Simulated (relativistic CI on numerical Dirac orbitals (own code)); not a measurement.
Line list: Electric-dipole lines, Yb51+

Computed by Dirac-Coulomb-Breit CI, orbitals from a KLI potential per configuration, model QED (radiative potential, 1s self-energy scaled to tabulated hydrogen-like ionisation energies), unscaled Slater integrals (own radial code, finite nucleus).

Configuration list (outside the closed core [Ne]): 3s²3p⁶3d, 3s²3p⁵3d², 3s3p⁶3d², 3s²3p⁶4s, 3s²3p⁶4p, 3s²3p⁶4d, 3s²3p⁵3d4s, 3s²3p⁶4f, 3s²3p⁵3d4p, 3s²3p⁵3d4d, 3s3p⁶3d4s, 3p⁶3d²4p, 3s²3p⁵3d4f, 3s3p⁶3d4p, 3s3p⁶3d4d, 3s²3p⁶5s, 3s3p⁶3d4f, 3s²3p⁶5p, 3s²3p⁶5d, 3s²3p⁶5f, 3s²3p⁶5g, 3p⁶3d³, 3p⁵3d⁴, 3p⁵3d³4s, 3p⁶3d²4s, 3p⁵3d²4s², 3p⁶3d²4d, 3p⁵3d³4d, 3p⁵3d²4s4d. Double excitations out of closed p, d and f shells are left out; levels of such configurations are missing from the list, as are those of other unlisted configurations, and high levels can miss mixing partners. These lack a partner that the ground configuration has and come out too high: 3s²3p⁵3d4p, 3s²3p⁵3d4f.

```csv
λ vac (nm),Lower,Upper,A (s⁻¹),log gf,S velocity/length
0.51258,3s²3p⁶3d ²D5/2 [2],3s²3p⁵3d4d ²F°7/2 [395],3.36e+13,0.02,0.96
0.51453,3s²3p⁶3d ²D5/2 [2],3s²3p⁵3d4d ²D°5/2 [388],4.12e+13,-0.01,0.95
0.51455,3s²3p⁶3d ²D3/2 [1],3s²3p⁵3d4d ⁴P°5/2 [356],2.36e+13,-0.25,0.96
0.51491,3s²3p⁶3d ²D3/2 [1],3s²3p⁵3d4d ²P°1/2 [354],8.56e+13,-0.17,0.96
0.51527,3s²3p⁶3d ²D3/2 [1],3s²3p⁵3d4d ²P°1/2 [352],3.17e+13,-0.60,0.98
0.51548,3s²3p⁶3d ²D3/2 [1],3s²3p⁵3d4d ²D°3/2 [351],9.78e+13,0.19,0.95
0.51565,3s²3p⁶3d ²D5/2 [2],3s²3p⁵3d4d ²F°7/2 [384],9.40e+13,0.48,0.97
0.51571,3s²3p⁶3d ²D5/2 [2],3s²3p⁵3d4d ²P°3/2 [383],1.30e+14,0.32,0.96
0.51582,3s²3p⁶3d ²D3/2 [1],3s²3p⁵3d4d ²F°5/2 [350],9.95e+13,0.38,0.97
0.51718,3s²3p⁶3d ²D3/2 [1],3s²3p⁵3d4d ²D°3/2 [344],1.60e+13,-0.59,0.95
0.51759,3s²3p⁶3d ²D5/2 [2],3s²3p⁵3d4d ²D°5/2 [379],6.60e+13,0.20,0.94
0.51781,3s²3p⁶3d ²D3/2 [1],3s²3p⁵3d4s ²P°3/2 [342],2.81e+13,-0.34,0.96
0.51784,3s²3p⁶3d ²D3/2 [1],3s²3p⁵3d4s ²P°1/2 [341],3.48e+13,-0.55,0.98
0.52177,3s²3p⁶3d ²D5/2 [2],3s²3p⁵3d4d ⁴D°7/2 [365],1.03e+13,-0.47,0.97
0.54823,3s²3p⁶3d ²D3/2 [1],3s²3p⁶4f ²F°5/2 [297],1.29e+14,0.54,0.99
0.56089,3s²3p⁶3d ²D5/2 [2],3s²3p⁶4f ²F°7/2 [301],1.38e+14,0.72,0.99
0.58792,3s²3p⁶3d ²D5/2 [2],3s²3p⁵3d4s ²D°5/2 [275],1.54e+13,-0.32,0.98
0.58962,3s²3p⁶3d ²D3/2 [1],3s²3p⁵3d4s ²D°3/2 [238],1.79e+13,-0.43,0.98
0.58997,3s²3p⁶3d ²D3/2 [1],3s²3p⁵3d4s ²F°5/2 [237],1.34e+13,-0.38,0.97
0.59101,3s²3p⁶3d ²D3/2 [1],3s²3p⁵3d4s ⁴F°5/2 [235],8.00e+12,-0.60,0.98
0.59216,3s²3p⁶3d ²D5/2 [2],3s²3p⁵3d4s ²F°7/2 [264],1.67e+13,-0.15,0.97
2.2563,3s²3p⁶3d ²D3/2 [1],3s²3p⁵3d² ²D°3/2 [34],4.66e+12,0.15,0.78
2.2686,3s²3p⁶3d ²D5/2 [2],3s²3p⁵3d² ²P°3/2 [42],3.24e+12,0.00,0.85
2.2738,3s²3p⁶3d ²D3/2 [1],3s²3p⁵3d² ²P°1/2 [33],2.49e+12,-0.41,0.87
2.3020,3s²3p⁶3d ²D5/2 [2],3s²3p⁵3d² ²D°5/2 [41],3.38e+12,0.21,0.77
2.3038,3s²3p⁶3d ²D5/2 [2],3s²3p⁵3d² ²F°7/2 [40],2.39e+12,0.18,0.77
2.3228,3p⁶3d³ ²H11/2 [75],3p⁵3d⁴ ²H°11/2 [231],3.20e+12,0.49,0.84
2.4557,3s²3p⁶3d ²D3/2 [1],3s²3p⁵3d² ⁴G°5/2 [32],7.57e+11,-0.39,0.77
2.6278,3s²3p⁵3d² ²H°11/2 [13],3s3p⁶3d² ²G9/2 [54],1.76e+12,0.26,0.98
2.6340,3s²3p⁵3d² ⁴F°5/2 [5],3s3p⁶3d² ⁴F5/2 [49],7.52e+11,-0.33,0.81
2.6374,3s²3p⁵3d² ⁴G°11/2 [23],3s3p⁶3d² ⁴F9/2 [59],1.74e+12,0.26,0.99
2.6401,3s²3p⁵3d² ⁴F°7/2 [10],3s3p⁶3d² ⁴F5/2 [52],1.11e+12,-0.16,0.92
2.6459,3s²3p⁵3d² ⁴D°3/2 [3],3s3p⁶3d² ⁴F3/2 [48],1.04e+12,-0.36,0.81
2.6485,3s²3p⁵3d² ²F°7/2 [26],3s3p⁶3d² ²D5/2 [60],1.68e+12,0.02,0.96
2.6492,3s²3p⁵3d² ²G°7/2 [6],3s3p⁶3d² ⁴F5/2 [49],1.87e+12,0.07,0.94
2.6558,3s²3p⁵3d² ⁴G°9/2 [9],3s3p⁶3d² ⁴F7/2 [51],1.70e+12,0.16,0.97
2.6609,3s²3p⁵3d² ²P°3/2 [7],3s3p⁶3d² ⁴P1/2 [50],2.54e+12,-0.27,0.87
2.6836,3s²3p⁵3d² ⁴F°5/2 [5],3s3p⁶3d² ⁴F3/2 [48],9.54e+11,-0.38,0.91
2.7230,3s²3p⁵3d² ²G°9/2 [18],3s3p⁶3d² ²G9/2 [54],7.56e+11,-0.08,0.89
3.5236,3s²3p⁶3d ²D3/2 [1],3s²3p⁵3d² ²P°1/2 [22],1.01e+12,-0.43,0.79
3.5594,3s²3p⁶3d ²D5/2 [2],3s²3p⁵3d² ²P°3/2 [31],8.05e+11,-0.21,0.80
3.5898,3s²3p⁶3d ²D5/2 [2],3s²3p⁵3d² ²D°5/2 [30],9.90e+11,0.06,0.67
3.5907,3s²3p⁶3d ²D3/2 [1],3s²3p⁵3d² ²F°5/2 [21],9.66e+11,0.05,0.68
3.6751,3s²3p⁶3d ²D3/2 [1],3s²3p⁵3d² ²D°3/2 [20],6.55e+11,-0.28,0.67
3.7631,3s²3p⁶3d ²D5/2 [2],3s²3p⁵3d² ²F°7/2 [28],3.19e+11,-0.27,0.66
```

Terms are leading LS components. Brackets give the number of a level in order of energy, since labels repeat. The list gives strong lines, with weight on those to low levels, among the lowest 400 of 2758 levels, so that lines to higher ones, which can be the strongest, are missing. Levels whose partners in the same complex of configurations lie outside the list can be far off, and so can their lines. Rates are taken at the computed energies, electric ones in the length gauge. A velocity-to-length ratio far from 1 marks an uncertain rate.

At this charge energies of transitions that change n are usually good to better than 1 %, and those within a shell (Δn = 0) to a few per cent.

LS names give the leading component of a level, which can be under half, so a name can repeat, a term be missing and a line seem to break the LS rules.
